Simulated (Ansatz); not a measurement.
Task: Name a neutral molecule of B, C, Cl, N and H with HOMO energy (PBE0/def2-TZVPP) between -8.10 and -7.80 eV and HOMO energy (PBE/def2-TZVPP) between -6.90 and -6.60 eV (Ansatz, PBE0-D4/def2-TZVP geometry).

Result: `ClB(Cl)B1CN1` (-7.94 eV, -6.63 eV); `N=C(Cl)BN` (-8.09 eV, -6.63 eV). Other molecules can fit too; these were computed, each in one conformer that needn't be the lowest.
